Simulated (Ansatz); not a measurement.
Ansatz results at the PBE0-D4/def2-TZVP geometry: ideal-gas entropy at 298 K and 1 bar (rigid rotor, harmonic PBE0-D4/def2-TZVP) 268 J/(mol·K); LUMO energy (PBE0/def2-TZVPP) 0.42 eV; HOMO–LUMO gap (PBE/def2-TZVPP) 5.62 eV.

**Question.** Which molecule gave them?
A. `BrC(Br)Br`
B. `F/C=C\F`
C. `[C-]#[S+]`
D. `OC1CCC1`

**Answer.** B. The others give `BrC(Br)Br`: 331, -1.80, 4.09; `OC1CCC1`: 300, 1.09, 6.22; `[C-]#[S+]`: 210, -2.31, 3.98.
